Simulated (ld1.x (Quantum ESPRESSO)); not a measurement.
Transferability test, RRKJ potential for zirconium (Zr)

```json
{
  "Element": "zirconium",
  "Generator": "ld1.x (Quantum ESPRESSO) 7.5",
  "Type": "norm-conserving RRKJ (Kleinman–Bylander form)",
  "Functional": "PW91",
  "Relativity": "scalar-relativistic",
  "Frozen core": "[Ar] 3d10",
  "Valence charge": "12",
  "Reference configuration": "4s2 4p6 4d2 5s1.75 5p0.25",
  "Partial waves": "4p (bound): rc 2.25 bohr; 4d (bound): rc 2.55 bohr; 4s (bound): rc 2.00 bohr",
  "Local potential": "the s channel",
  "Core correction": "none",
  "rho0": "0.001"
}
```

Occupied shells without a wave of their own: 5p, 5s. They enter only through the test configuration that unscreens the potential.

Energies are relative to the spin-unpolarised reference configuration 4s2 4p6 4d2 5s1.75 5p0.25; without spin polarisation the order of configurations can differ from experiment.

```
valence configuration  charge  ΔE all-electron (eV)  error AE − PS (meV)
  4s2 4p6 4d2 5s2 5p0       0                -0.749                 +224
  4s2 4p6 4d2 5s1 5p0      +1                 6.440                -1166
  4s2 4p6 4d2 5s0 5p0      +2                19.419                -3360
  4s1 4p6 4d2 5s2 5p0      +1                59.838                 +514
  4s2 4p6 4d2 5s0 5p2       0                 5.508                -1742
  4s2 4p6 4d3 5s0 5p0      +1                 6.816                -2235
  4s2 4p5 4d2 5s2 5p0      +1                37.295                 +493
```

These tests converged, but a pseudo level misses the all-electron one widely, so the file describes the atom poorly there or has found another state: 4s2 4p6 4d2 5s2 5p0: 5s by 1.1 eV; 4s2 4p6 4d2 5s0 5p0: empty 5s by 2.7 eV. ld1.x printed “convergence not achieved” for 7 of the counted tests; their residual had stalled under 1e-8, short of the target of 1e-14. The 5p, 5s levels have no wave, so the channel is fitted at the deeper level alone: the likely source of the large errors.

The potential misses its own reference levels by up to 1.1 eV, so it is not fit for use.
